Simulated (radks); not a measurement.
The strontium ion Sr2+ inside a hard spherical wall (all orbitals vanish at R), configuration held at [Kr] and not refilled when levels cross. Calculated with a radial shooting solver on a logarithmic mesh with Libxc functionals: scalar-relativistic Kohn-Sham, LDA (Slater exchange, VWN5 correlation), spin-polarised, spherical densities, point nucleus. Eigenvalues in eV for spin up, with the zero of energy where the potential of the charges vanishes at infinity; a dash marks a level that is unbound or too diffuse for the functional's potential to be trusted. A positive occupied level is held by the wall or, in an anion where self-interaction has pushed it up, behind a barrier. The pressure on the wall is -dE/dV.

| R (bohr) | E (hartree) | kinetic (hartree) | e(3p) | e(3d) | e(4s) | e(4p) | e(5s, empty) | e(4d, empty) | pressure (GPa) |
|---|---|---|---|---|---|---|---|---|---|
| free | -3175.19788 | 3255.099 | -269.92 | -142.41 | -54.867 | -36.662 | -13.554 | -13.398 | 0 |
| 20 | -3175.19788 | 3255.099 | -269.92 | -142.41 | -54.867 | -36.662 | -13.554 | -13.398 | < 0.0001 |
| 15 | -3175.19788 | 3255.099 | -269.92 | -142.41 | -54.867 | -36.662 | -13.554 | -13.398 | < 0.0001 |
| 12 | -3175.19788 | 3255.099 | -269.92 | -142.41 | -54.867 | -36.662 | -13.554 | -13.398 | < 0.0001 |
| 10 | -3175.19788 | 3255.099 | -269.92 | -142.41 | -54.867 | -36.662 | -13.551 | -13.398 | < 0.0001 |
| 8 | -3175.19788 | 3255.099 | -269.92 | -142.41 | -54.867 | -36.662 | -13.507 | -13.391 | < 0.0001 |
| 7 | -3175.19787 | 3255.099 | -269.92 | -142.40 | -54.866 | -36.661 | -13.370 | -13.366 | 0.000937 |
| 3 | -3174.75582 | 3258.092 | -263.92 | -136.44 | -50.368 | -31.443 | 20.322 | -2.693 | 298 |
| 2 | -3169.18319 | 3281.613 | -236.07 | -108.78 | -21.195 | 2.944 | 148.65 | 43.779 | 9480 |
| 1.5 | -3150.40092 | 3343.639 | -192.20 | -64.260 | 55.828 | 88.298 | 402.50 | 140.15 | 78200 |
